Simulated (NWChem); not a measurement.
## Relativistic effects in bromine monochloride (BrCl)

```
Cl
Br 1 2.1953
```
Charge 0, spin multiplicity 1.

The numbers come from NWChem runs, not from measurements. Structure: optimised with B3LYP/def2-SVP, a minimum by its harmonic frequencies.

Functional B3LYP, all-electron basis x2c-SVPall-2c, contracted for the X2C Hamiltonian and used here with ZORA. The ion keeps the geometry and has multiplicity 2 in the scalar run; the spin-orbit run starts from the same electron counts.

Costs are rough ratios of processor time within this set of runs, SCF included, with scalar ZORA as 1.

B3LYP has NWChem's definition, with VWN1-RPA local correlation. The stability of the SCF solutions was not checked.

| Hamiltonian | ΔSCF ionisation energy (eV) | HOMO (eV) | LUMO (eV) | gap (eV) | relative cost |
|---|---|---|---|---|---|
| scalar ZORA | 11.02 | -7.97 | -3.85 | 4.12 | 1 |
| spin-orbit ZORA | 10.87 | -7.84 | -3.83 | 4.00 | under 3 |

From scalar ZORA to spin-orbit ZORA the ionisation energy falls by 0.15 eV.
